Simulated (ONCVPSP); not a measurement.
**Plane-wave convergence, ONCV potential for tantalum**

tantalum, optimised norm-conserving Vanderbilt (ONCV), made with ONCVPSP 4.0.1 (PBE, scalar-relativistic). Core [Kr] 4d10 4f14 5s2, reference 5p6 5d3 6s1.75 6p0.25. Waves: 6s: rc 3.00 bohr, ncon 3, nbas 7, qcut 2.5 1/bohr, 2 projectors, debl 1.5 Ha; 5p+6p: rc 1.86 bohr, ncon 3, nbas 7, qcut 5.1 1/bohr, 2 projectors; 5d: rc 2.50 bohr, ncon 4, nbas 8, qcut 6.1 1/bohr, 1 projector. Local part: polynomial inside 1.86 bohr (lpopt 5, dvloc0 1 Ha). Core correction: Teter function, fcfact 1.5, rcfact 1.25.

**Question.** For each optimised wave give the share of its norm inside rc, the residual kinetic energy above qcut (Ha) and the cutoffs (Ha) for errors of 10, 1, 0.1 and 0.01 mHa per electron.

**Answer.**

| wave | norm inside rc | residual KE | 10 mHa | 1 mHa | 0.1 mHa | 0.01 mHa |
| --- | --- | --- | --- | --- | --- | --- |
| 6s | 0.459 | 2.2e-04 | 1.6 | 2.5 | 5.2 | 16.7 |
| s projector 2 | 0.166 | 1.3e-02 | 3.4 | 6.2 | 18.6 | 25.5 |
| 5p | 0.891 | 3.2e-05 | 8.2 | 10.5 | 12.2 | 17.0 |
| 6p | 0.024 | 7.5e-06 | 5.4 | 8.1 | 10.3 | 12.4 |
| 5d | 0.685 | 2.8e-07 | 9.0 | 11.9 | 14.2 | 16.0 |

The occupied waves need 12 Ha and 14 Ha for 1 and 0.1 mHa. Note: no bound ghost flagged; GHOST(+) flagged for s at 6.7 eV.
